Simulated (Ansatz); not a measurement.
System: GeF, charge 1, singlet. GeF+ (parent SMILES [F][Ge], singlet).
B3LYP-D3(BJ)/def2-TZVP minimum from Ansatz (an electronic-structure program):
```
F
Ge 1 1.6872
```
Charge +1, spin multiplicity 1.

Total energies in cc-pV5Z, 10 correlated electrons, 15 frozen orbitals. Open shells are spin-unrestricted; no spin-orbit coupling. Correlated methods leave the cores frozen (noble-gas shells, and filled d and f shells in the p block). No relativity. The spin of FGe+ (parent SMILES [F][Ge], singlet) was assumed, and the state is the lowest solution found for it.

| method | program | energy (Eh) | minus CCSDT(Q) (mEh) |
|---|---|---|---|
| HF | Ansatz | -2174.64424 | 375.85 |
| MP2 | Ansatz | -2175.00513 | 14.96 |
| CCSD | Ansatz | -2175.00589 | 14.20 |
| CCSD(T) | Ansatz | -2175.01938 | 0.71 |
| CCSDT(Q) | Ansatz | -2175.02009 | 0.00 |

Rough core times of Ansatz's runs on a shared machine: CCSD(T) 40 s, CCSDT(Q) 30 min.
